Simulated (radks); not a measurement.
Values are calculated unless marked as measured or tabulated.
Q: These are the eigenvalues of the occupied orbitals of an atom or ion with whole-number occupations (eV). Code: a radial shooting solver on a logarithmic mesh with Libxc functionals. Model: Dirac Kohn-Sham, BLYP, spin-unpolarised, spherical densities, finite nucleus; Fermi nuclear charge, rms radius of each element as measured or else 0.836 A^(1/3) + 0.57 fm.

| orbital | eigenvalue |
|---|---|
| 1s1/2 | -2450.358 |
| 2s1/2 | -253.1812 |
| 2p1/2 | -199.1973 |
| 2p3/2 | -197.9226 |
| 3s1/2 | -52.1160 |
| 3p1/2 | -40.2645 |

Which element is it, and in what charge state? The configuration may be excited. Open shells, if any, fill j = l - 1/2 first.

A: Z = 16, sulfur, charge +3: S3+ in [Ne] 3s2 3p1. The list shows which subshells hold electrons but not how many an open one holds; the 1s level, -90.049 hartree, gives Z - s = 13.4 by -(Z - s)^2/2, which with screening and relativity narrows Z to a few neighbours, and the depths of the outer levels then fix element, charge and occupations together.
